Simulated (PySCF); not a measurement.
Molfile (atoms numbered from 1):
```
H8O2Si3
     RDKit          3D

 13 12  0  0  0  0  0  0  0  0999 V2000
    2.0726   -0.1530    0.6985 Si  0  0  0  0  0  4  0  0  0  0  0  0
    1.3308   -0.1764   -0.7829 O   0  0  0  0  0  0  0  0  0  0  0  0
   -0.0381   -0.2556   -1.6988 Si  0  0  0  0  0  4  0  0  0  0  0  0
   -1.3794   -0.0371   -0.7643 O   0  0  0  0  0  0  0  0  0  0  0  0
   -2.0451    0.3674    0.6985 Si  0  0  0  0  0  4  0  0  0  0  0  0
    3.5109    0.1811    0.5020 H   0  0  0  0  0  0  0  0  0  0  0  0
    1.4373    0.8790    1.5734 H   0  0  0  0  0  0  0  0  0  0  0  0
    1.9538   -1.4860    1.3610 H   0  0  0  0  0  0  0  0  0  0  0  0
    0.0209    0.8237   -2.7190 H   0  0  0  0  0  0  0  0  0  0  0  0
   -0.1230   -1.5994   -2.3287 H   0  0  0  0  0  0  0  0  0  0  0  0
   -3.4794   -0.0348    0.6935 H   0  0  0  0  0  0  0  0  0  0  0  0
   -1.3316   -0.3466    1.8012 H   0  0  0  0  0  0  0  0  0  0  0  0
   -1.9385    1.8387    0.9301 H   0  0  0  0  0  0  0  0  0  0  0  0
  1  2  1  0
  2  3  1  0
  3  4  1  0
  4  5  1  0
  1  6  1  0
  1  7  1  0
  1  8  1  0
  3  9  1  0
  3 10  1  0
  5 11  1  0
  5 12  1  0
  5 13  1  0
M  END
```

Geometry: PBE0-D3(BJ)/def2-SVP; GIAO absolute shieldings from PySCF, gas phase, non-relativistic, averaged over equivalent atoms.

At PBE0/pcSseg-1 (146 basis functions, 12 s wall time on 1 thread of an Arm Neoverse V1, shared host):
```csv
atoms,σ (ppm)
Si1/Si5,390.9
Si3,391.0
O2/O4,294.2
H6/H7/H8/H11/H12/H13,26.12
H9/H10,26.34
```

**Question.** What do these become at KT3/pcSseg-2?

**Answer.** 
```json
{"atoms": "Si1/Si5", "σ at KT3/pcSseg-2": "401.5", "change": "+10.6"}
{"atoms": "Si3", "σ at KT3/pcSseg-2": "403.2", "change": "+12.2"}
{"atoms": "O2/O4", "σ at KT3/pcSseg-2": "273.4", "change": "-20.8"}
{"atoms": "H6/H7/H8/H11/H12/H13", "σ at KT3/pcSseg-2": "26.21", "change": "+0.09"}
{"atoms": "H9/H10", "σ at KT3/pcSseg-2": "26.34", "change": "+0.00"}
```

The largest change is at O2/O4 (oxygen bonded to 2 Si). Cost: 313 basis functions, 59 s wall time on 1 thread of an Arm Neoverse V1, shared host.
